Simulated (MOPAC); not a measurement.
Diatomic LiF-, multiplicity 2 (lowest of 2S+1 = 2, 4 at CCSD(T)/def2-TZVPP on PBE0 minima; our sources give no spin for the ground state, which may be another).

Constants: fifth-degree fit in 1/R to seven points, most abundant isotopes. Runs in def2 and cc sets follow the lowest solution found near the PBE0 minimum.

The state that PM3 reach isn't checked.

The values were computed with MOPAC for PM3 (differences of heats of formation). Each number belongs to the level named beside it.

Energies at PM3:

| R (Å) | E (hartree) |
|---|---|
| 1.516367 | -0.15899156 |
| 1.557129 | -0.16022759 |
| 1.594631 | -0.16026746 |
| 1.637024 | -0.15926053 |
| 1.679417 | -0.15734666 |
| 1.728332 | -0.15425584 |
| 1.785399 | -0.14975034 |

### Question
With a reduced mass of 5.1238 u, find the minimum, the force constant and the constants.

### Answer
A fifth-degree polynomial in 1/R puts the minimum at r_e = 1.5772 Å with force constant 296 N/m. Then ω_e = (1/2πc)√(k/μ) = 991 cm⁻¹ and B_e = h/(8π²cμr_e²) = 1.323 cm⁻¹; the cubic and quartic terms give α_e = 0.015 and ω_e x_e = 12 cm⁻¹.
